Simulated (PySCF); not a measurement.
**Correlation energy of Ca²⁺ (calcium, charge +2)**

[Ar], closed-shell 1S. Computed with PySCF 2.14 in aug-cc-pVDZ-X2C (6s5p3d, 36 functions), with the spin-free X2C one-electron Hamiltonian (Gaussian nucleus). Frozen: [Ne] 3s2; 6 electrons correlated.

Total MP2 correlation energy: -62.55 mhartree.

Same-spin part -19.96 and opposite-spin part -42.59 mhartree; SCS-MP2 scales them by 1/3 and 6/5 to -57.76 mhartree.

```csv
level,correlation energy (mhartree)
CCSD,-70.55
(T),-0.11
CCSD(T),-70.66
```

Diagnostics: T1 = 0.0017, D1 = 0.0025, largest double amplitude 0.028.

Problem. Is a single reference adequate?

Solution. Yes: T1 lies below 0.03 and no double amplitude reaches 0.07.
